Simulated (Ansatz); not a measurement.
H3NOSn (`[NH2][Sn][OH]`). The species carries charge 0 and has multiplicity 1. Sn takes the def2 core potential.

Z-matrix (Å, degrees):
```
N
Sn 1 2.022
H 1 1.009 2 126.2
H 1 1.009 2 123.1 3 -180.0
O 2 1.984 1 96.6 3 -0.1
H 5 0.960 2 116.5 1 -0.1
```

What are the harmonic wavenumbers in cm⁻¹ at PBE0-D4/def2-TZVP (Ansatz, finite differences of forces, unscaled)? (Best estimate.)

The calculation gave: 200, 281, 330, 406, 581, 599, 608, 753, 1550, 3568, 3681, 3881.

Is this a minimum?

Yes, all 12 modes are real.

Give the ideal-gas thermochemistry at 298.15 K and 1 bar (rigid rotor, harmonic oscillator; point group Cs, symmetry number 1).

Zero-point energy 98.3 kJ/mol; H(298) − E = 114.2 kJ/mol; entropy 305.9 J/(mol·K), of which translation 171.5, rotation 103.1, vibration 31.3; G(298) − E = 23.0 kJ/mol.

And at 400, 500, 600, 800 and 1000 K?


```
T (K)  H − E (kJ/mol)  S (J/mol/K)  G − E (kJ/mol)
  400           122.6        330.0            -9.4
  500           131.5        349.9           -43.4
  600           140.9        367.0           -79.3
  800           160.6        395.3          -155.6
 1000           181.4        418.5          -237.1
```
